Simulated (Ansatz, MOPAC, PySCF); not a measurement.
Noncovalent pair: ethylamine (SMILES CCN) (first 10 atoms) with NH3 (SMILES N); geometry from B3LYP-D3(BJ)/def2-TZVP, rigid monomers moved along the line of their centres of mass till N3···H14 is 3.05 Å.
(charge 0, multiplicity 1):
```xyz
14

C      1.3411     0.2681     0.3568
C     -0.1120     0.6768     0.1757
N     -1.0094    -0.3729     0.6788
H      2.0087     1.0483    -0.0130
H      1.5587     0.0941     1.4108
H      1.5605    -0.6468    -0.2013
H     -0.2981     0.9239    -0.8788
H     -0.3093     1.5816     0.7555
H     -1.9799    -0.1173     0.5373
H     -0.8553    -1.2390     0.1737
N     -0.0067    -0.2780     4.5730
H      0.2651    -1.1701     4.9708
H     -0.6962     0.1265     5.1965
H     -0.4647    -0.4663     3.6806
```

Counterpoise-corrected where a basis set is named; no monomer relaxation. Rows marked so take none.

Rows in STO-3G carry no dispersion term and start afresh at each structure. The state that PM7 reach isn't checked; PM7 holds dispersion and hydrogen-bond terms.

Programs: Ansatz (an electronic-structure program) with Gaussian orbitals; MOPAC for PM7 (differences of heats of formation); PySCF for STO-3G rows, the dispersion terms. Each number belongs to the level named beside it.

**Question.** One of these levels gives -1.03 kcal/mol for the interaction energy. Which one is it?
A) PBE0/def2-TZVPPD
B) HF/STO-3G (no counterpoise)
C) PM7
D) r2SCAN-D4/def2-TZVPPD

**Answer.** B, HF/STO-3G (no counterpoise). The others give -3.67 (PM7), -2.15 (r2SCAN-D4/def2-TZVPPD), -1.85 (PBE0/def2-TZVPPD)
